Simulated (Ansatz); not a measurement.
System: PbI, net charge 0, doublet state. SMILES: [Pb][I]
Geometry: optimised at B3LYP-D3(BJ)/def2-TZVP (Ansatz, a first-principles code).

Quantity: atomisation energy (electronic, to ground-state atoms), in eV. Valence correlation only, unless marked. UHF or UKS for open shells. Spin-orbit coupling is left out. Frozen are the shells of the preceding noble gas and the d and f shells that filled before the atom's block. In def2 rows, elements after Kr have scalar-relativistic effective core potentials. The coupled-cluster limit lacks core correlation, which all-electron functionals hold. CBS(X,Y): correlation extrapolated as X^-3; Hartree-Fock from the larger set.

```tsv
level	program	atomisation energy (eV)
B97M-V/def2-TZVPD	Ansatz	3.12
PBE0-D3(BJ)/def2-TZVP	Ansatz + dftd3	3.05
PBE0/def2-QZVPP	Ansatz	3.02
r2SCAN0/def2-TZVPD	Ansatz	2.92
```

### Question
Estimate the value at CCSD(T)/CBS(def2-TZVPPD,def2-QZVPPD) as computed with Ansatz.

### Answer
2.94 eV
